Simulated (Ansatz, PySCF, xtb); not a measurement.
Torsion H4–O1–Pb2–O3 in H2O2Pb (SMILES [OH][Pb][OH]); at each angle all else is relaxed with GFN2-xTB, and the levels are single points there.
Geometry at 180° (charge 0, multiplicity 1):
```xyz
5

O      1.3261     0.3995    -0.6658
Pb    -0.3506    -0.9270    -0.3956
O     -1.7224     0.1982    -1.5541
H      2.1738     0.2172    -0.2701
H     -1.4646     1.0127    -1.9758
```

On the grid 0° to 330°, 300° is the highest and 180° the lowest point at CCSD(T)/CBS(def2-TZVPP, def2-QZVPP).

Correlated levels freeze the cores. Filled d and f shells under p-block atoms count as core. CBS: X⁻³ extrapolation of the correlation energy, Hartree–Fock from the larger set.

The values were computed with Ansatz (Gaussian basis) for Hartree–Fock, density functionals and correlated methods; PySCF for the dispersion terms; xtb for the GFN methods. Values without a source in brackets are computed. In def2 rows elements past Kr take small-core potentials, without spin–orbit coupling.

```tsv
level	energy at 300° less that at 180° (kcal/mol)
GFN-FF	-0.93
PBE-D4/def2-TZVPP	6.37
BLYP-D4/def2-TZVPP	6.80
r2SCAN/def2-TZVPP	5.37
PBE0-D3(BJ)/def2-TZVPP	4.73
wB97X-V/def2-TZVPP	4.07
MP2/CBS(def2-TZVPP, def2-QZVPP)	5.26
SCS-MP2/def2-TZVPP	…
CCSD(T)/def2-QZVPP	5.38
```

Q: Complete the blanks.

A: 
- SCS-MP2/def2-TZVPP, energy at 300° less that at 180° (kcal/mol): 5.62

Ansatz is a first-principles code.
